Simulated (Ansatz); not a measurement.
Reaction R1 + R2 → P1 + P2, each structure at its B3LYP-D3(BJ)/def2-TZVP stationary point, reached from a drawn start (curvature not checked).
R1: H atom, charge 0, multiplicity 2.
P1: O2 (SMILES O=O), charge 0, multiplicity 3.
R2, O3 (SMILES O=[O+][O-]) (charge 0, multiplicity 1, Z-matrix in Å and degrees):
```
O
O 1 1.2535
O 1 1.2535 2 118.29
```
P2: OH (SMILES [OH]), charge 0, multiplicity 2.

P less R. No zero-point or thermal terms; singlets are restricted closed shells; open shells are unrestricted; no spin–orbit coupling.

Frozen-core correlation throughout.

Programs: Ansatz (Gaussian orbitals). All values are computed, each at the level named.

Total energies in hartree:

```csv
structure,PBE/def2-TZVPPD,CCSD(T)/aug-cc-pVQZ
R1,-0.499616,-0.499948
P1,-150.249893,-150.178661
R2,-225.325596,-225.210346
P2,-75.685571,-75.664462
```

**Question.** Work out the reaction energy at each level in kcal/mol (1 hartree = 627.50947 kcal/mol), and say how far PBE/def2-TZVPPD lies from CCSD(T)/aug-cc-pVQZ.

**Answer.** 
- PBE/def2-TZVPPD: (-150.249893) + (-75.685571) − (-0.499616) − (-225.325596) = -0.110252 hartree = -69.18 kcal/mol
- CCSD(T)/aug-cc-pVQZ: (-150.178661) + (-75.664462) − (-0.499948) − (-225.210346) = -0.132829 hartree = -83.35 kcal/mol
PBE/def2-TZVPPD less CCSD(T)/aug-cc-pVQZ: 14.17 kcal/mol. CCSD(T)/aug-cc-pVQZ is the level counted from, the highest shown, and no exact or measured value.

Ansatz is a program for electronic structure.
